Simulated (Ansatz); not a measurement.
arsine cation (AsH₃), SMILES [AsH3] (connectivity only; charge and spin as stated), charge +1, multiplicity 2.

Coordinates come from a r2SCAN-D4/def2-TZVPD optimisation. The spin state was assumed, not searched.

Two levels are set side by side: PBE/def2-TZVPD (Ansatz, a program for electronic structure) and CAM-B3LYP/def2-TZVPD (Ansatz). Energy differences of separate SCF runs at the same geometry; the states with an electron removed or added have multiplicity 1 and 1. Differences are taken from unrounded values.

```tsv
quantity	PBE
vertical ionisation energy (eV)	18.15
vertical electron affinity (eV)	8.82
```

Problem. These are the PBE values. What does CAM-B3LYP give? (An estimate is asked for; the answer gives what the named calculation found.)

Solution. 
```csv
quantity,CAM-B3LYP,PBE minus CAM-B3LYP
vertical ionisation energy (eV),18.23,-0.08
vertical electron affinity (eV),8.90,-0.08
```

Here PBE gives about what the other level gives.
